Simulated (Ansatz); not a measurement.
Born–Oppenheimer molecular dynamics of Cl$_{3}$H$_{3}$O$_{2}$Sn (9 atoms, charge 0, multiplicity 1). It starts at the highest image of a converged band, a first-order saddle point between two minima.

These are results of RKS PBE0/def2-SVP (Ansatz 0.2.0), not measurements.

```
ensemble                      : NVE (velocity Verlet)
time step                     : 0.5 fs
steps asked                   : 200
starting velocities drawn for : 100 K
seed                          : 2458
```

First frame:

```xyz
9
Properties=species:S:1:pos:R:3
Sn 0.144 -0.418 -0.473
Cl -1.247 -0.548 2.171
Cl 1.860 -0.351 -2.038
O -0.387 1.436 -0.201
H -0.918 1.455 0.613
Cl -1.362 -1.991 -1.269
O 1.152 -1.181 1.144
H 1.606 -2.028 1.031
H 0.110 -1.050 1.926
```

Q: How far do the bonds stretch over the last three quarters of this one trajectory? (Pairs bonded in most of those frames.)

A: 
```csv
bond,mean (Å),spread (Å),shortest,longest
Sn1–Cl2,2.749,0.223,2.29,3.02
Sn1–Cl3,2.347,0.014,2.31,2.36
Sn1–O4,1.951,0.016,1.92,1.98
Sn1–Cl6,2.324,0.016,2.31,2.36
Sn1–O7,2.201,0.056,2.12,2.34
O4–H5,0.972,0.004,0.96,0.98
O7–H8,0.969,0.005,0.96,0.98
O7–H9,1.029,0.049,0.94,1.12
```

Pairs bonded in part of these frames only: Sn1–Cl2 95 %.

Mean temperature of the second half: 485 K. The conserved energy stayed within 0.079 meV per atom of its start (net change -0.03 meV per atom), so the integration is sound. The kinetic energy rose, since the run started high on the potential surface and went downhill. A run of 0.1 ps of so small a system gives no equilibrium averages. The orbitals stay closed-shell, which can raise the energy where a bond breaks towards radicals; this wasn't checked here.

Time of the run: 4.7 min on 4 threads of Intel(R) Xeon(R) 6975P-C (Granite Rapids) (shared host), peak memory 0.39 GiB.
